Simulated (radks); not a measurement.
The ruthenium ion Ru4+, configuration [Ar] 3d10 4p6 4d4 4f2 (not the ground configuration). All-electron calculation, scalar-relativistic Kohn-Sham, BP86, spin-polarised, spherical densities, point nucleus; open shells are filled with parallel spins first (spin-orbit coupling, left out, can overturn this in heavy ions). Program: a radial shooting solver on a logarithmic mesh with Libxc functionals.

X-ray form factor f0, the Fourier transform of the density (f0(0) = 40):

sin(theta)/lambda (1/angstrom)  f0 (electrons)
0.05                                    39.459
0.1                                     38.002
0.15                                    35.995
0.2                                     33.775
0.25                                    31.551
0.3                                     29.433
0.4                                     25.719
0.5                                     22.783
0.6                                     20.487
0.8                                     16.934
1                                       13.936
1.25                                    10.784
1.5                                      8.496
2                                        6.103
